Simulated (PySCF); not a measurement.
Si(vinyl)(OMe)3 (C5H12O3Si), SMILES C=C[Si](OC)(OC)OC.

Coordinates come from a B3LYP-D3(BJ)/def2-SVP optimisation. The isomer is the one that the SMILES or the coordinates give; other isomers of the formula were not compared. Other conformers were not sampled.

Computed with ωB97X/def2-SVP run with PySCF.

The molecule is in vacuum.

```yaml
total_energy: -712.48130 hartree
highest_occupied_level: -10.06 eV
lowest_empty_level: 2.01 eV
orbital_gap: 12.07 eV
dipole_moment: 1.07 D
quadrupole, principal values (traceless, Buckingham form, about the centre of nuclear charge): -4.51, 0.45, 4.06 D·Å
mean_static_polarisability: 80.3 bohr³ (11.89 Å³)
polarisability_principal_values: 70.2, 78.8, 91.7 bohr³
```
